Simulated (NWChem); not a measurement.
Molecule: C₂H₄Cl₂; SMILES C(Cl)(Cl)C

Results from NWChem. Pople sets run with spherical d functions. B3LYP is NWChem's, with the RPA form of VWN correlation. Each level has its own optimisation; frequencies are unscaled. Brackets give each atom's bonded neighbours.

```csv
level,r C–C (Å),r C–H [C(CHHH)–H(C)] (Å),r C–Cl (Å),r C–H [C(CClClH)–H(C)] (Å),highest harmonic frequency (cm⁻¹),lowest (cm⁻¹),zero-point energy (kcal/mol),dipole (D)
Hartree-Fock/STO-3G,(withheld),1.086,1.816,1.095,(withheld),(withheld),(withheld),(withheld)
Hartree-Fock/3-21G,1.510,1.082,1.863,1.070,3404,272,38.5,3.06
Hartree-Fock/6-31G*,1.515,1.083,1.782,1.075,3366,290,38.9,2.39
B3LYP/6-31G*,1.517,1.094,1.808,1.088,3174,273,36.3,2.27
"LDA (Slater exchange, VWN5)/def2-SVP",1.496,1.110,1.779,1.109,3090,270,34.8,1.82
PBE/def2-SVP,1.515,1.108,1.803,1.105,3097,265,34.9,1.90
BLYP/def2-SVP,1.523,1.108,1.825,1.103,3071,258,34.7,1.87
PBE0/def2-SVP,1.507,1.099,1.784,1.097,3188,278,36.1,2.01
```

Question: Complete the blanks.

Answer: 
- Hartree-Fock/STO-3G, r C–C (Å): 1.542
- Hartree-Fock/STO-3G, highest harmonic frequency (cm⁻¹): 3770
- Hartree-Fock/STO-3G, lowest (cm⁻¹): 251
- Hartree-Fock/STO-3G, zero-point energy (kcal/mol): 42.6
- Hartree-Fock/STO-3G, dipole (D): 2.72
